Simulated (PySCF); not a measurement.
**Excitation energy of Hg by level of theory**

Hg [Xe] 4f14 5d10 6s2 (1S) → Hg [Xe] 4f14 5d9 6s2 7s1 (3D), as a difference of total energies. All numbers are calculated (PySCF 2.14, scalar relativity through the core potential, in aug-cc-pwCVTZ-PP with ECP60MDF). Correlated levels: valence: 5s2 5p6 frozen; valence and next inner shell: nothing frozen outside the core potential. The calculations carry no spin-orbit coupling.

```json
{"method": "UHF", "excitation energy (eV)": "11.260"}
{"method": "LDA", "excitation energy (eV)": "12.695"}
{"method": "PBE", "excitation energy (eV)": "12.391"}
{"method": "PBE0", "excitation energy (eV)": "12.344"}
{"method": "r2SCAN", "excitation energy (eV)": "12.481"}
{"method": "wB97M-V", "excitation energy (eV)": "12.390"}
{"method": "HSE06", "excitation energy (eV)": "12.341"}
{"method": "wB97X-V", "excitation energy (eV)": "12.394"}
{"method": "MP2 (valence)", "excitation energy (eV)": "12.972"}
{"method": "SCS-MP2 (valence)", "excitation energy (eV)": "12.824"}
{"method": "MP2 (valence and next inner shell)", "excitation energy (eV)": "12.749"}
{"method": "SCS-MP2 (valence and next inner shell)", "excitation energy (eV)": "12.579"}
```

Problem. How much does correlation contribute at MP2 (valence and next inner shell)?

Solution. 12.749 − (11.260) = 1.489 eV, measured against UHF.

The upper state lies above the first ionisation limit, where it may autoionise and the basis confines it. A Rydberg-like electron needs more diffuse functions than a valence basis has.

The promoted electron is Rydberg-like, and one or two diffuse shells describe it only roughly, which tends to raise the upper state.
